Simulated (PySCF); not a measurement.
# [Pb(CN)3]− at several levels of theory

Computed with PySCF 2.14.0 (density fitting, no spin-orbit coupling) at the geometry relaxed with PBE0:

```xyz
7
[Pb(CN)3]− (singlet)
Pb    0.0000    0.0000    1.2197
C     1.9540    0.0000   -0.0707
N     3.0215    0.0000   -0.5373
C    -0.9770    1.6922   -0.0707
N    -1.5107    2.6167   -0.5373
C    -0.9770   -1.6922   -0.0707
N    -1.5107   -2.6167   -0.5373
```

```
level                                              basis    state  HOMO (eV)  gap (eV)  charge on Pb1 (e)  dipole about the centre of mass (D)  largest force component (eV/Å)
 PBE0     Pb def2-SVP with ECP60, C def2-SVP, N def2-SVP  singlet      -3.84      6.78               0.55                                 7.95                            0.00
 PBE0  Pb def2-TZVP with ECP60, C def2-TZVP, N def2-TZVP  singlet      -4.14      6.71               0.49                                 8.35                            0.82
```

Charges are Mulliken's, which hang on the basis. The relaxation used the grid (50, 194), these runs (75, 302) or, all-electron (x2c bases, spin-free X2C Hamiltonian), (99, 590).

A further run in the first row's basis gives HOMO (eV) -6.41, gap (eV) 11.95, charge on Pb1 (e) 0.89, dipole about the centre of mass (D) 8.48, largest force component (eV/Å) 2.99. Which level was it?
A. HF
B. BLYP

A. The others give HOMO -2.46 eV (BLYP).

In the first row's basis the gap widens with exact exchange: 4.9 eV for BLYP (none); 6.8 eV for PBE0 (a fixed share); 12.0 eV for Hartree–Fock (rising or full at long range).
